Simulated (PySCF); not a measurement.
**Spinor energies of Cu⁺ (copper, charge +1)**

Start: [Ar] 3d10. Calculated with PySCF 2.14 in x2c-SVPall-2c with one added diffuse shell each of s, d type (6s5p4d1f, 48 functions): generalised Hartree-Fock with the X2C-1e Hamiltonian and a Gaussian nucleus; one run each with spin-orbit coupling (SO) switched off, then screened by Boettger's factors.

```csv
spinor shell,electrons,"ε, spin-free (eV)","ε, screened SO (eV)",weight of nominal j (screened SO),"rms radius, screened SO (bohr)"
1s1/2,2,-9053.6,-9053.6,1.000,0.0602
2s1/2,2,-1141.8,-1141.8,1.000,0.254
2p1/2,2,-982.90,-997.02,1.000,0.226
2p3/2,4,-982.90,-976.01,1.000,0.229
3s1/2,2,-149.04,-149.04,1.000,0.767
3p1/2,2,-100.39,-102.28,1.000,0.815
3p3/2,4,-100.39,-99.470,1.000,0.823
3d3/2,4,-21.934,-22.134,1.000,1.13
3d5/2,6,-21.934,-21.802,1.000,1.15
```

```
   quantity    spin-free  screened SO
E (hartree)  -1652.61418  -1652.64430
        M_J            0            0
       ⟨J²⟩        0.000        0.000
       ⟨L²⟩        0.000        0.001
       ⟨S²⟩        0.000        0.001
```

Without spin-orbit coupling the j labels of p, d and f shells carry no meaning; the spin-free column gives the mean over the occupied spinors of each nl shell.
